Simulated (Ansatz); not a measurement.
Consider the ligand exchange at the Si–C bond: `[SiH3][CH]1[NH][GeH2]1` + `OCS[SiH3]` → `[SiH3]OCS[SiH3]` + `[CH2]1[NH][GeH2]1`.

Isolated molecules relaxed with PBE0-D4/def2-TZVP in Ansatz; ΔE leaves out vibrations. CBS: MP2 limit from def2 TZ/QZ plus the TZ coupled-cluster correction, frozen cores. Functionals use def2-TZVPP. B3LYP here is the variant with VWN-RPA as its local correlation; programs differ in this. HSE06 is defined as in plane-wave codes. For Ge outer-core shells are correlated without core-valence functions, which leaves a few kJ/mol of doubt a bond. Scalar relativity is left out up to krypton. Each species was taken in one conformer, which may not be the lowest.

`[SiH3][CH]1[NH][GeH2]1`:

```xyz
11

Si    1.133    1.118    0.598
C    -0.142    0.309   -0.489
N    -1.427   -0.023    0.198
Ge   -0.521   -1.572   -0.339
H     2.441    1.149   -0.113
H     0.748    2.513    0.953
H     1.279    0.333    1.851
H    -0.209    0.680   -1.514
H    -2.227    0.205   -0.383
H    -0.012   -2.425    0.814
H    -1.061   -2.287   -1.575
```

`OCS[SiH3]`:

Cartesian coordinates in Å:
```
O 1.733 -0.694 0.950
C 0.538 -1.226 0.482
S 0.091 -0.717 -1.226
Si -0.921 1.096 -0.768
H 1.658 0.264 0.986
H 0.668 -2.306 0.433
H -0.310 -1.005 1.140
H -1.250 1.752 -2.056
H -0.050 1.995 0.042
H -2.158 0.842 0.018
```

`[SiH3]OCS[SiH3]`:

Cartesian coordinates in Å:
```
Si 1.103 -0.209 -1.925
O 0.912 -0.216 -0.285
C 0.107 -1.147 0.380
S -0.193 -0.654 2.099
Si -1.114 1.233 1.710
H 1.919 0.986 -2.234
H 1.791 -1.446 -2.384
H -0.225 -0.135 -2.592
H 0.597 -2.124 0.441
H -0.859 -1.264 -0.124
H -0.140 2.289 1.340
H -1.800 1.616 2.968
H -2.098 1.071 0.606
```

`[CH2]1[NH][GeH2]1`:

Cartesian coordinates in Å:
```
C 0.444 0.796 -0.336
N -0.702 0.638 0.580
Ge -0.219 -0.998 -0.210
H 0.228 1.390 -1.220
H 1.426 0.996 0.088
H -0.420 0.726 1.550
H 0.534 -1.985 0.677
H -1.292 -1.563 -1.130
```

```json
{"level": "LDA (SPW92)", "ΔE (kJ/mol)": "-66.1", "difference from CCSD(T)/CBS": "9.8"}
{"level": "PBE-D4", "ΔE (kJ/mol)": "-65.8", "difference from CCSD(T)/CBS": "10.1"}
{"level": "revPBE-D4", "ΔE (kJ/mol)": "-66.2", "difference from CCSD(T)/CBS": "9.7"}
{"level": "B97M-V", "ΔE (kJ/mol)": "-78.5", "difference from CCSD(T)/CBS": "-2.6"}
{"level": "PBE0-D4", "ΔE (kJ/mol)": "-70.5", "difference from CCSD(T)/CBS": "5.4"}
{"level": "B3LYP-D4", "ΔE (kJ/mol)": "-81.7", "difference from CCSD(T)/CBS": "-5.8"}
{"level": "r2SCANh-D4", "ΔE (kJ/mol)": "-76.7", "difference from CCSD(T)/CBS": "-0.8"}
{"level": "HSE06-D4", "ΔE (kJ/mol)": "-70.1", "difference from CCSD(T)/CBS": "5.8"}
{"level": "BHLYP-D4", "ΔE (kJ/mol)": "-87.4", "difference from CCSD(T)/CBS": "-11.5"}
{"level": "CAM-B3LYP-D4", "ΔE (kJ/mol)": "-86.5", "difference from CCSD(T)/CBS": "-10.6"}
{"level": "ωB97M-V", "ΔE (kJ/mol)": "-78.8", "difference from CCSD(T)/CBS": "-2.9"}
{"level": "B2PLYP", "ΔE (kJ/mol)": "-82.3", "difference from CCSD(T)/CBS": "-6.4"}
{"level": "PBE-QIDH", "ΔE (kJ/mol)": "-75.5", "difference from CCSD(T)/CBS": "0.4"}
{"level": "PBE", "ΔE (kJ/mol)": "-65.9", "difference from CCSD(T)/CBS": "10.0"}
{"level": "revPBE", "ΔE (kJ/mol)": "-65.5", "difference from CCSD(T)/CBS": "10.4"}
{"level": "BLYP", "ΔE (kJ/mol)": "-79.0", "difference from CCSD(T)/CBS": "-3.1"}
{"level": "r2SCAN", "ΔE (kJ/mol)": "-75.6", "difference from CCSD(T)/CBS": "0.3"}
{"level": "PBE0", "ΔE (kJ/mol)": "-70.4", "difference from CCSD(T)/CBS": "5.5"}
{"level": "r2SCANh", "ΔE (kJ/mol)": "-76.4", "difference from CCSD(T)/CBS": "-0.5"}
{"level": "r2SCAN0", "ΔE (kJ/mol)": "-77.5", "difference from CCSD(T)/CBS": "-1.6"}
{"level": "HSE06", "ΔE (kJ/mol)": "-70.0", "difference from CCSD(T)/CBS": "5.9"}
{"level": "BHLYP", "ΔE (kJ/mol)": "-88.7", "difference from CCSD(T)/CBS": "-12.8"}
{"level": "CAM-B3LYP", "ΔE (kJ/mol)": "-86.3", "difference from CCSD(T)/CBS": "-10.4"}
{"level": "LC-ωPBE", "ΔE (kJ/mol)": "-76.3", "difference from CCSD(T)/CBS": "-0.4"}
{"level": "RPA@PBE/def2-TZVPP", "ΔE (kJ/mol)": "-80.1", "difference from CCSD(T)/CBS": "-4.2"}
{"level": "HF/def2-SVP", "ΔE (kJ/mol)": "-87.5", "difference from CCSD(T)/CBS": "-11.6"}
{"level": "MP2/def2-SVP", "ΔE (kJ/mol)": "-75.0", "difference from CCSD(T)/CBS": "0.9"}
{"level": "CCSD/def2-SVP", "ΔE (kJ/mol)": "-76.9", "difference from CCSD(T)/CBS": "-1.0"}
{"level": "CCSD(T)/def2-SVP", "ΔE (kJ/mol)": "-74.5", "difference from CCSD(T)/CBS": "1.4"}
{"level": "HF/def2-TZVPP", "ΔE (kJ/mol)": "-96.7", "difference from CCSD(T)/CBS": "-20.8"}
{"level": "MP2/def2-TZVPP", "ΔE (kJ/mol)": "-78.9", "difference from CCSD(T)/CBS": "-3.0"}
{"level": "SCS-MP2/def2-TZVPP", "ΔE (kJ/mol)": "-83.2", "difference from CCSD(T)/CBS": "-7.3"}
{"level": "CCSD/def2-TZVPP", "ΔE (kJ/mol)": "-81.7", "difference from CCSD(T)/CBS": "-5.8"}
{"level": "CCSD(T)/def2-TZVPP", "ΔE (kJ/mol)": "-78.6", "difference from CCSD(T)/CBS": "-2.7"}
{"level": "HF/def2-QZVPP", "ΔE (kJ/mol)": "-97.9", "difference from CCSD(T)/CBS": "-22.0"}
{"level": "MP2/def2-QZVPP", "ΔE (kJ/mol)": "-77.8", "difference from CCSD(T)/CBS": "-1.9"}
{"level": "SCS-MP2/def2-QZVPP", "ΔE (kJ/mol)": "-82.0", "difference from CCSD(T)/CBS": "-6.1"}
{"level": "HF/CBS(def2)", "ΔE (kJ/mol)": "-98.1", "difference from CCSD(T)/CBS": "-22.2"}
{"level": "MP2/CBS(def2)", "ΔE (kJ/mol)": "-76.3", "difference from CCSD(T)/CBS": "-0.4"}
{"level": "CCSD/CBS(def2)", "ΔE (kJ/mol)": "-79.1", "difference from CCSD(T)/CBS": "-3.2"}
{"level": "CCSD(T)/CBS", "ΔE (kJ/mol)": "-75.9", "difference from CCSD(T)/CBS": "0"}
```

Largest T1 diagnostic among the species: 0.013.

In def2-TZVPP, CCSD(T) changes the Hartree–Fock value by +18.2 kJ/mol (the triples alone add +3.2 kJ/mol) and MP2 by +17.8 kJ/mol. From BLYP to BHLYP (50 % exact exchange), in def2-TZVPP and without D4, ΔE moves by −9.7 kJ/mol.
